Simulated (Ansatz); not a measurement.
Geometry optimisation, Ansatz 0.2.0, RKS r2SCAN/6-31G*.

input.yaml

```yaml
crystal:
  periodic: [false, false, false]
  atoms:
    - { symbol: B, position_ang: [-1.0223, -0.2669, 0.0814] }
    - { symbol: C, position_ang: [0.4893, -0.0972, -0.977] }
    - { symbol: F, position_ang: [-1.712, -1.3498, -0.2381] }
    - { symbol: F, position_ang: [-1.6903, 0.8777, 0.2098] }
    - { symbol: H, position_ang: [0.3768, 0.2491, 1.8256] }
    - { symbol: F, position_ang: [-0.4919, -0.556, 1.6508] }
    - { symbol: H, position_ang: [0.8048, 0.6065, 0.1882] }
    - { symbol: F, position_ang: [1.1568, 0.9739, 1.2775] }
    - { symbol: H, position_ang: [-0.0747, -0.4119, -1.857] }
    - { symbol: H, position_ang: [0.9246, 0.8442, -1.3377] }
    - { symbol: H, position_ang: [1.2392, -0.8698, -0.8233] }
basis:
  gaussian: { orbitals: "6-31G*" }
hamiltonian:
  xc: r2scan
relax:
  f_tol: 0.15
  max_steps: 25
  restrain:
    - { distance: [0, 5], at: 2.71, k: 30.0 }
    - { distance: [4, 7], at: 2.18, k: 30.0 }
    - { distance: [6, 1], at: 2.37, k: 30.0 }
    - { distance: [0, 1], at: 1.6, k: 30.0 }
    - { distance: [4, 5], at: 0.88, k: 30.0 }
    - { distance: [6, 7], at: 0.88, k: 30.0 }
```

Run as:

```bash
$ ansatz run input.yaml --threads 2 --pin off --max-ram 3072MiB --backend cpu --events-out ev --progress --plain --runs-dir out
```

Task: Where does it end, and by what steps?

Result: It converged. The restraints hold the end off the free minimum. After 10 steps the energy has fallen by 0.837 eV (the restraints' own energy left out); H7 moved furthest, 0.97 Å. Joined: H5–F6 (1.20 → 0.92 Å), H7–F8 (1.20 → 0.92 Å).

```tsv
step	energy less start (eV)	largest force component (eV/Å)	accepted
0	0.0000	1.491	yes
1	-0.2128	3.505	yes
2	0.4453	5.235	yes
3	-0.0744	2.935	yes
4	-0.3956	1.193	yes
5	-0.5716	0.717	yes
6	-0.6873	0.729	yes
7	-0.7451	1.757	yes
8	-0.8089	1.157	yes
9	-0.8309	1.120	yes
10	-0.8371	1.166	yes
```

```xyz
11
Properties=species:S:1:pos:R:3
B -1.070 -0.107 -0.410
C 0.337 -0.300 -1.108
F -2.063 -0.967 -0.507
F -1.321 1.021 0.290
H 0.513 -0.338 2.060
F -0.052 -1.046 1.913
H 0.402 1.410 0.550
F 1.188 1.449 1.031
H 0.224 -0.837 -2.056
H 0.871 0.634 -1.300
H 0.971 -0.920 -0.463
```

Time of the run: 25 s on 2 threads of Intel(R) Xeon(R) Platinum 8488C (Sapphire Rapids), with other jobs on the host, peak memory 0.17 GiB.
